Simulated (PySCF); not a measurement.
**UHF on F²⁺ (fluorine, charge +2)**

Configuration: [He] 2s2 2p3, high-spin 4S determinant. Computed with PySCF 2.14 in jorge-DZP-DKH (4s2p1d, 15 functions), with the spin-free X2C one-electron Hamiltonian (Gaussian nucleus).

```json
{
  "Total energy": "-97.675739 hartree",
  "One-electron energy": "-126.1248 hartree",
  "Hartree (Coulomb) energy": "37.6502 hartree",
  "Exchange energy": "-9.2011 hartree",
  "⟨S²⟩": "3.7536",
  "⟨L²⟩": "0.000",
  "Sum of ⟨r⟩": "4.853 bohr",
  "Sum of ⟨r²⟩": "5.043 bohr²",
  "Langevin diamagnetic susceptibility": "-3.99 ×10⁻⁶ cm³/mol",
  "Time after the integrals": "0.04 s of wall time on 1 thread of Intel(R) Xeon(R) 6975P-C (shared host)"
}
```

```tsv
shell	electrons	mean orbital energy (eV)	rms radius, mean of both spins (bohr)
1s α	1	-768.37	0.203
1s β	1	-763.65	0.203
2s α	1	-88.440	1.02
2s β	1	-71.059	1.02
2p α	3	-64.078	0.981
```
